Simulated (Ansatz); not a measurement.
```yaml
crystal:
  periodic: [true, true, true]
  atoms:
    - {symbol: C, position_ang: [-0.744216, 0.489581, -0.962922]}
    - {symbol: Si, position_ang: [0.678049, 0.059085, 0.166735]}
    - {symbol: O, position_ang: [0.996538, -1.529568, -0.123242]}
    - {symbol: O, position_ang: [0.273750, 0.178711, 1.769616]}
    - {symbol: H, position_ang: [-0.468242, 0.323008, -2.005819]}
    - {symbol: H, position_ang: [-1.039727, 1.533439, -0.843260]}
    - {symbol: H, position_ang: [-1.597662, -0.150289, -0.717788]}
    - {symbol: H, position_ang: [1.561691, -1.976189, 0.509823]}
    - {symbol: H, position_ang: [0.428322, 1.025823, 2.189859]}
basis:
  gaussian: {orbitals: cc-pVTZ}
magnetization: {spin_polarized: true, initial_magnetization: 1}
hamiltonian: {xc: {name: HF}, pseudopotentials: {relativity: none}}
correlation: {method: ccsd}
```

```sh
$ ansatz run in.yaml --threads 4 --pin off --events-out ev --progress --plain --max-ram 10444MiB
```

Shortened log:

```
Error: YAML parse error: error: line 2 column 3: crystal: missing field `lattice` (a structure is typed as `lattice` and `atoms`, a molecule's as `atoms` in Å alone, or read from a run's directory, `checkpoint`)
 --> <input>:2:3
  |
1 | crystal:
2 |   periodic: [true, true, true]
  |   ^ crystal: missing field `lattice` (a structure is typed as `lattice` and `atoms`, a molecule's as `atoms` in Å alone, or read from a run's directory, `checkpoint`)
3 |   atoms:
4 |     - {symbol: C, position_ang: [-0.744216, 0.489581, -0.962922]}
  |
```

Task: Something in this input is off. What?

Result: The molecule is marked periodic without a cell. The input was rejected before any iteration.
